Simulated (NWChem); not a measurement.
System: BHBrCl; SMILES ClBBr

Here is an NWChem input.

```
start job
memory heap 200 mb stack 900 mb global 1100 mb
geometry units angstroms noautosym nocenter noautoz
  B     -0.747053    -0.588948     0.000008
  H     -1.945145    -0.650492     0.002821
  Cl     0.193421    -2.048782    -0.000198
  Br     0.087414     1.113470    -0.000219
end
basis spherical
  * library def2-tzvp
end
dft
  xc hfexch
  iterations 150
end
property
  efieldgrad
end
task dft property
```

NWChem printed, in part:

```
             Northwest Computational Chemistry Package (NWChem) 7.3.0
             --------------------------------------------------------

                             Geometry "geometry" -> ""
                             -------------------------

 Output coordinates in angstroms (scale by  1.889725989 to convert to a.u.)

  No.       Tag          Charge          X              Y              Z
 ---- ---------------- ---------- -------------- -------------- --------------
    1 B                    5.0000    -0.74705300    -0.58894800     0.00000800
    2 H                    1.0000    -1.94514500    -0.65049200     0.00282100
    3 Cl                  17.0000     0.19342100    -2.04878200    -0.00019800
    4 Br                  35.0000     0.08741400     1.11347000    -0.00021900

 Effective nuclear repulsion energy (a.u.)     186.8673140808

  xc_inp: hfexch multiplicative factor not found.
                              NWChem Property Module
                              ----------------------

  itol2e modified to match energy
  convergence criterion.

                                 NWChem DFT Module
                                 -----------------

 Summary of "ao basis" -> "ao basis" (spherical)
 ------------------------------------------------------------------------------
       Tag                 Description            Shells   Functions and Types
 ---------------- ------------------------------  ------  ---------------------
 B                         def2-tzvp                11       31   5s3p2d1f
 H                         def2-tzvp                 4        6   3s1p
 Cl                        def2-tzvp                13       37   5s5p2d1f
 Br                        def2-tzvp                16       48   6s5p4d1f

  itol2e modified to match energy
  convergence criterion.

[...]

          -----------------------
          Electric field gradient
          -----------------------

 1 a.u. = 0.324123 10**(16) esu/cm**3  ( or statvolts/cm**2 ) = 0.97174 10**(22) v/m**2

 ------------------------------------------------------------
   Atom      X         Y         Z
 ------------------------------------------------------------
    1 B   -1.41173  -1.11295   0.00002
 ------------------------------------------------------------

 Electric field gradient in molecular frame (a.u.)
         XX             YY             ZZ             XY             XZ             YZ
 ------------------------------------------------------------------------------------------
        0.342671       0.093961      -0.436632       0.003583      -0.001307      -0.000088

 Principal components (a.u.) and orientation
 of principal axis w.r.t. absolute frame                      Asymmetry parameter eta
 --------------------------------------------------------------------------------------
       -0.436634       0.342725       0.093909                       0.569849

        0.001677       0.999895      -0.014403
        0.000154       0.014403       0.999896
        0.999999      -0.001679      -0.000130

 ------------------------------------------------------------
   Atom      X         Y         Z
 ------------------------------------------------------------
    2 H   -3.67579  -1.22925   0.00533
 ------------------------------------------------------------

 Electric field gradient in molecular frame (a.u.)
         XX             YY             ZZ             XY             XZ             YZ
 ------------------------------------------------------------------------------------------
       -0.197551       0.103278       0.094273      -0.015187       0.000628       0.000031

 Principal components (a.u.) and orientation
 of principal axis w.r.t. absolute frame                      Asymmetry parameter eta
 --------------------------------------------------------------------------------------
       -0.198317       0.104043       0.094274                       0.049256

        0.998732      -0.050294       0.002145
        0.050294       0.998734       0.000121
       -0.002149      -0.000013       0.999998

 ------------------------------------------------------------
   Atom      X         Y         Z
 ------------------------------------------------------------
    3 Cl   0.36551  -3.87164  -0.00037
 ------------------------------------------------------------

 Electric field gradient in molecular frame (a.u.)
         XX             YY             ZZ             XY             XZ             YZ
 ------------------------------------------------------------------------------------------
        0.697082      -1.073488       0.376406       1.759533      -0.002359       0.000281

 Principal components (a.u.) and orientation
 of principal axis w.r.t. absolute frame                      Asymmetry parameter eta
 --------------------------------------------------------------------------------------
       -2.157896       1.781492       0.376405                       0.651137

       -0.524665       0.851308       0.000822
        0.851309       0.524664       0.001191
       -0.000583      -0.001325       0.999999

 ------------------------------------------------------------
   Atom      X         Y         Z
 ------------------------------------------------------------
    4 Br   0.16519   2.10415  -0.00041
 ------------------------------------------------------------

[...]
```

Level: Hartree-Fock/def2-TZVP. Coordinates come from a PBE0/def2-SVP optimisation. NWChem prints the field gradient with the sign opposite to the second derivative of the potential.
